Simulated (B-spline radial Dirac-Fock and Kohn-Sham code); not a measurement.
Model: relaxed Dirac-Fock hole states (ΔSCF) with Breit and QED corrections and a finite nucleus. Program: a radial finite-basis atomic code. Free neutral atoms.

Q: Order these X-ray lines by photon energy, lowest first.
A. Ta Kβ1
B. Ce Kβ2''
C. Tb Kβ1
D. Tm Kβ2'
E. Ba Kα2
F. Ir Kα1

A: E (31813.8 eV), B (40204.0 eV), C (50381.5 eV), D (59047.4 eV), F (64891.6 eV), A (65212.2 eV).

Values without a named source are computed, but for edge energies of neutral atoms, which are taken from tables.
